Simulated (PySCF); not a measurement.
Vertical excitation energies

Species: C8H9OP.
Atom-mapped SMILES: `[CH3:1][C:2]#[C:3][P:4]([CH3:5])[c:6]1[cH:7][cH:8][o:9][cH:10]1` (hydrogens: H11, H12, H13 on C1; H14, H15, H16 on C5; H17 on C7; H18 on C8; H19 on C10)

Computed with TDDFT CAM-B3LYP/def2-SVPD, vertical, gas phase, core orbitals frozen in the response in PySCF. Isolated species at its PBE0-D3(BJ)/def2-SVP geometry (one conformer only). Torsions of this conformer, `[CH3:1][C:2]#[C:3][P:4]([CH3:5])[c:6]1[cH:7][cH:8][o:9][cH:10]1`: C3–P4–C6–C7 57°.

List the vertical singlet excitations with oscillator strengths and describe the spectrum.

```csv
state,E (eV),λ (nm),f,|μ| (D),"main configurations (H = HOMO, L = LUMO)"
S1,5.19,238.9,0.019,0.99,"H→L+1 (27%), H→L (26%), H→L+3 (11%)"
S2,5.74,215.9,0.024,1.05,"H→L (49%), H→L+3 (18%), H→L+1 (12%)"
S3,5.95,208.4,0.088,1.97,"H→L+1 (31%), H→L+3 (22%)"
S4,6.24,198.6,0.038,1.27,"H→L+2 (22%), H→L+1 (12%), H-2→L (11%)"
S5,6.32,196.0,0.040,1.29,"H→L+2 (31%), H-1→L (13%), H-2→L (12%)"
S6,6.43,192.7,0.131,2.31,"H-1→L+1 (49%), H-1→L (20%)"
S7,6.50,190.8,0.049,1.41,"H-2→L+3 (10%), H→L+3 (9%), H-3→L+3 (9%)"
S8,6.54,189.7,0.0017,0.26,"H-1→L (10%), H-2→L+3 (10%), H-3→L+1 (9%)"
S9,6.65,186.4,0.134,2.31,"H→L+7 (18%), H→L+5 (18%), H-1→L+2 (16%)"
S10,6.86,180.8,0.057,1.48,"H-1→L (14%), H→L+5 (12%), H→L+4 (10%)"
```

Triplets (Tamm–Dancoff): T1 3.99 eV, H-1→L+1 (32%), H→L+1 (24%), H→L (13%); T2 4.61 eV, H→L (40%), H→L+1 (17%); T3 4.80 eV, H→L+3 (34%), H→L+4 (16%); T4 5.04 eV, H→L+1 (13%), H-1→L+1 (9%), H→L+5 (8%).

The lowest singlet comes at 239 nm (501 kJ/mol) in the ultraviolet; it is weak; its leading configuration is HOMO→LUMO+1 (27%). The largest oscillator strength of a single state is 0.134. Löwdin shares by element: HOMO phosphorus 36%, carbon 34% or more (atoms not listed hold the other 31%); LUMO carbon 31% or more, phosphorus 14% (atoms not listed hold the other 55%). Of the 10 states listed, 9 reach f = 0.01 and none stays under 0.0005. Weighted by f, the mean energy of these states is 6.37 eV. The oscillator strengths of these states sum to 0.582; summed over the whole spectrum of an exact calculation they would give the number of electrons, 80 (Thomas–Reiche–Kuhn). No computed singlet lies in the visible range (380 to 750 nm); the lowest, at 239 nm, stands 1.93 eV above its violet end (3.26 eV). All these states lie below the vertical ionisation energy of 8.05 eV (ΔSCF). Singlets were solved by full linear response, triplets in the Tamm–Dancoff approximation.

The run took 6.2 min of wall time on Arm Neoverse V2, one thread, shared host with 96 logical CPUs at a one-minute load of 48, and the process peaked at 1.4 GiB of memory.
